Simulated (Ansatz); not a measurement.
`O[Si]1(O[SiH3])CO1` + `[SH][SnH3]` → `[SiH3][SnH2][SH]` + `O[Si]1(O)CO1`  (formal exchange of groups at the Si–O bond)

Isolated molecules relaxed with PBE0-D4/def2-TZVP in Ansatz; ΔE leaves out vibrations. CBS: MP2 limit from def2 TZ/QZ plus the TZ coupled-cluster correction, frozen cores. DFT in def2-TZVPP. def2 core potentials past Kr. For Sn outer-core shells are correlated without core-valence functions, which leaves a few kJ/mol of doubt a bond. Each species was taken in one conformer, which may not be the lowest.

`O[Si]1(O[SiH3])CO1`:

Z-matrix (Å, degrees):
```
Si
O 1 1.606
O 1 1.633 2 120.0
O 1 1.620 2 105.5 3 -138.9
C 1 1.789 2 124.0 3 62.8
Si 2 1.645 1 143.2 3 -31.8
H 4 0.959 1 116.5 2 171.3
H 5 1.088 1 123.7 2 159.7
H 5 1.088 1 122.9 2 -7.5
H 6 1.482 2 107.7 1 -151.9
H 6 1.483 2 109.5 1 88.4
H 6 1.485 2 110.0 1 -32.2
```

`[SH][SnH3]`:

```xyz
6

S     0.917    1.598    0.267
Sn   -0.415   -0.332   -0.269
H     1.640    0.955    1.199
H    -1.249   -0.851    1.124
H     0.596   -1.577   -0.849
H    -1.490    0.206   -1.473
```

`[SiH3][SnH2][SH]`:

Z-matrix (Å, degrees):
```
Si
Sn 1 2.560
H 1 1.486 2 109.5
H 1 1.485 2 109.5 3 119.9
H 1 1.485 2 109.6 3 -119.9
S 2 2.414 1 105.4 3 -179.4
H 2 1.710 1 113.2 3 -61.3
H 2 1.710 1 113.2 3 62.6
H 6 1.343 2 94.2 1 -179.2
```

`O[Si]1(O)CO1`:

Z-matrix (Å, degrees):
```
Si
O 1 1.619
C 1 1.792 2 125.8
O 1 1.619 2 103.9 3 -157.5
O 1 1.634 2 120.6 3 63.6
H 2 0.958 1 116.8 3 -28.9
H 3 1.089 1 123.5 2 7.4
H 3 1.089 1 123.5 2 -159.9
H 4 0.958 1 116.7 2 -172.8
```

CCSD(T)/CBS gives +69.7 kJ/mol.

Problem. Another level gave +74.9 kJ/mol. Which?
A. PBE-D4/def2-TZVPP
B. PBE0/def2-TZVPP
C. MP2/def2-TZVPP
D. HF/def2-TZVPP

Solution. C. MP2/def2-TZVPP 74.9, HF/def2-TZVPP 99.5, PBE-D4 50.7, PBE0 57.7 kJ/mol.

Largest T1 diagnostic among the species: 0.013.

In def2-TZVPP, CCSD(T) changes the Hartree–Fock value by −24.7 kJ/mol (the triples alone add −3.3 kJ/mol) and MP2 by −24.6 kJ/mol. From PBE to PBE0 (25 % exact exchange), in def2-TZVPP and without D4, ΔE moves by +7.6 kJ/mol.
